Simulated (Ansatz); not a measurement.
C$_{2}$H$_{7}$ClSi$_{2}$, SMILES `[SiH3]/C=C\[SiH2]Cl`, relaxed with RKS PBE-D4/def2-SVP in Ansatz 0.2.0 from a rough embedded geometry. The force threshold is 0.03 eV/Å; the program also tests the step.

Charge 0, multiplicity 1.

Start:

```xyz
12

Si   -1.292   -1.382   -0.547
C    -0.902   -0.101    0.759
C     0.105    0.810    0.878
Si    1.513    1.175   -0.310
Cl    2.971   -0.144    0.304
H    -0.068   -2.185   -0.804
H    -1.626   -0.628   -1.768
H    -2.421   -2.205   -0.118
H    -1.622   -0.177    1.592
H     0.156    1.446    1.789
H     1.187    0.849   -1.689
H     1.998    2.544   -0.086
```

```
step  energy (eV)  largest force (eV/Å)  largest move (Å)
   1  -30439.4624                 0.961             0.000
   2  -30439.6199                 0.372             0.133
   3  -30439.6536                 0.221             0.142
   4  -30439.6649                 0.164             0.047
   5  -30439.6719                 0.089             0.033
   6  -30439.6750                 0.091             0.046
   7  -30439.6767                 0.078             0.055
   8  -30439.6772                 0.092             0.056
   9  -30439.6787                 0.023             0.049
  10  -30439.6793                 0.031             0.061
  11  -30439.6797                 0.049             0.064
  13  -30439.6807                 0.072             0.085
  15  -30439.6823                 0.094             0.052
  17  -30439.6850                 0.095             0.054
  19  -30439.6903                 0.121             0.154
  21  -30439.6961                 0.066             0.107
  23  -30439.7003                 0.080             0.024
  25  -30439.7036                 0.177             0.194
  27  -30439.7078                 0.035             0.043
  29  -30439.7093                 0.062             0.070
  30  -30439.7097                 0.027             0.005
```

End:

```xyz
12

Si   -1.164   -1.328   -0.541
C    -1.081    0.151    0.632
C    -0.048    1.017    0.787
Si    1.601    0.957   -0.117
Cl    2.475   -0.929    0.138
H    -0.168   -1.183   -1.657
H    -2.553   -1.396   -1.119
H    -0.905   -2.610    0.206
H    -1.980    0.313    1.261
H    -0.162    1.834    1.528
H     1.460    1.194   -1.594
H     2.526    1.980    0.476
```

It took 44 s on 4 threads of a server CPU on a shared host, with 0.17 GiB of host memory at the peak.
